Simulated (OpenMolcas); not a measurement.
## Tc3+ in a point-charge field

Tc3+ among 6 point charges of -1.7 e arranged as a tetragonal octahedron (D4h), 2.12 Å from the ion, with the axial distance 1.972 Å.
```
   2.1200    0.0000    0.0000  -1.70
   0.0000    2.1200    0.0000  -1.70
  -2.1200    0.0000    0.0000  -1.70
   0.0000   -2.1200    0.0000  -1.70
   0.0000    0.0000    1.9716  -1.70
   0.0000    0.0000   -1.9716  -1.70
```

```
Program             : OpenMolcas 26.06
Method              : CASSCF
Basis               : ANO-RCC-VTZP [7s6p4d2f1g]
Scalar Hamiltonian  : DKH2, point nucleus
Active space        : 4 electrons in 5 orbitals (4d)
State averaging     : 2S+1 = 5 even, 5 roots; 2S+1 = 3 even, 45 roots; 2S+1 = 1 even, 50 roots
Spin-orbit coupling : state interaction with AMFI integrals over the reference wave functions
```

The lowest spin-free states (labels of D4, the rotations of D4h), above the lowest:

```csv
State,Degeneracy,E (cm-1),Free-ion L (%)
5A1,1,0.0,D (100)
5B1,1,4276,D (100)
5E,2,9555,D (100)
5B2,1,11665,D (100)
3A2,1,12504,H (46)
3E,2,14096,H (52)
3A1,1,18434,H (80)
3B1,1,19924,H (77)
3E,2,20309,H (34)
3B2,1,20475,F (50)
1B2,1,21637,I (56)
1B1,1,22219,I (78)
3A2,1,22287,H (52)
3E,2,22656,F (46)
3A1,1,23017,G (87)
3B1,1,23100,F (78)
1E,2,23196,G (53)
2S+1 = 1,1,24043,I (76)
3B1,1,26648,G (59)
3A1,1,26725,G (63)
```

The lowest levels with spin-orbit coupling:

```csv
E (cm-1),Degeneracy,Label,2S+1,g
0.0,1,A1,5,
48.4,2,E,5,0.00 0.00 3.99
181.5,1,B1,5,
182.2,1,B2,5,
4221,1,A1,5,
4222,1,A2,5,
4376,2,E,5,0.00 0.00 3.43
4428,1,B1,5,
9315,2,E,5,0.00 0.00 5.97
9516,1,A2,5,
9566,1,A1,5,
9726,2,E,5,0.00 0.00 1.18
9827,1,B2,5,
10030,1,B1,5,
10134,2,E,5,0.00 0.00 9.22
11914,1,A1,5,
11914,1,A2,5,
11964,2,E,5,0.00 0.00 4.45
11983,1,B2,5,
12450,1,A1,3,
```

Powder χT (cm3 K/mol): 0.145 at 2 K, 0.726 at 10 K, 2.14 at 50 K, 2.43 at 100 K, 2.59 at 200 K, 2.65 at 300 K. The effective moment at 300 K is 2.828 √(χT) = 4.60 μB.

The lowest level has 2S+1 = 5, for which the spin-only value is χT = S(S+1) / 2 = 3.000 cm3 K/mol (g = 2). The computed 2.648 at 300 K differs by -0.352, through orbital momentum, spin-orbit coupling and any other state in reach.

Without dynamic correlation the repulsion within the d shell is too large (B by tens of per cent), so at a given field states of lower spin stand too high. This shell can be high or low spin here, a state of another spin lies low, and with metal d orbitals alone active their balance is uncertain, so the ground spin may be wrong. Point charges give a weaker field than real ligands, and real ions of this kind are as a rule low spin; the high spin found here belongs to the model. This is an electrostatic model: the charges have no orbitals. No measured value stands beside these numbers.

With an even number of electrons the g values are those of a degenerate or nearly degenerate non-Kramers pair.
